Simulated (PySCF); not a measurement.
# One molecule, several mistakes: AlB2H5O

These are calculations, not measurements. The program is PySCF 2.14.0, an open-source quantum chemistry code, run on an isolated molecule that a program drew, which may never have been made. The molecule is AlB2H5O (charge 0, singlet), drawn as the SMILES string `OB[BH][AlH2]`.

Each row is a Hartree-Fock (HF) and frozen-core CCSD(T) single point in the cc-pV(D+d)Z basis, meant for a local HF minimum. Run 1 is clean. Each other run has one planted mistake out of seven kinds, and not every kind appears here: one electron removed, one electron added, multiplicity raised by two, geometry at a saddle point, minimal basis STO-3G, one bond length entered in bohr, all coordinates scaled. The reference is restricted for singlets and unrestricted otherwise, and also for a bond in bohr. Adding or removing an electron swaps singlet and doublet. Electrons count all cores. HOMO and LUMO are orbital energies over both spins, the gradient is its largest component, and the lowest frequency (negative if imaginary) is given only where the gradient is small. Bond lengths are over the 8 bonds as drawn. T1 is the CCSD diagnostic: over 0.02 (restricted) or 0.045 (unrestricted) a single reference is doubtful.

Geometry of the clean run:
```xyz
9
AlB2H5O, angstrom
O    -1.5532    1.3828    2.3380
B    -0.4680    1.3642    1.5233
B    -0.2813    2.0941    0.0004
Al   -0.7109    1.2064   -1.9086
H    -2.2847    1.8867    2.0172
H     0.4667    0.7221    1.9473
H     0.2081    3.2005   -0.0208
H     0.3700    0.3545   -2.6974
H    -2.1396    1.4053   -2.5750
```

| run | electrons | basis functions | <S^2> | HOMO (eV) | LUMO (eV) | gradient (hartree/bohr) | lowest frequency (cm^-1) | mean bond (Å) | longest bond (Å) | T1 | HF (hartree) | CCSD(T) (hartree) | mistake |
|---|---|---|---|---|---|---|---|---|---|---|---|---|---|
| 1 | 36 | 90 | 0.000 | -9.82 | 1.10 | 2.2e-05 | 94 | 1.4681 | 2.149 | 0.0153 | -369.05491 | -369.52867 | no fault |
| 2 | 36 | 90 | 0.000 | -9.88 | 1.32 | 9.2e-02 | - | 1.3698 | 2.005 | 0.0141 | -369.01693 | -369.48527 | all coordinates scaled |
| 3 | 35 | 90 | 0.773 | -16.67 | -7.48 | 5.1e-02 | - | 1.4681 | 2.149 | 0.0272 | -368.73819 | -369.19364 | one electron removed |
| 4 | 36 | 29 | 0.000 | -7.27 | 7.10 | 5.4e-02 | - | 1.4681 | 2.149 | 0.0178 | -364.48747 | -364.67815 | ? |

**Which mistake was planted in run 4, and what did it cost?**

It has 29 basis functions where the clean run has 90, with the same electrons and geometry. So the mistake is: minimal basis STO-3G. Subtracting run 1 and multiplying by 627.51 kcal/mol a hartree, the energy moved by 2866.1 kcal/mol in HF and 3043.7 kcal/mol in CCSD(T).

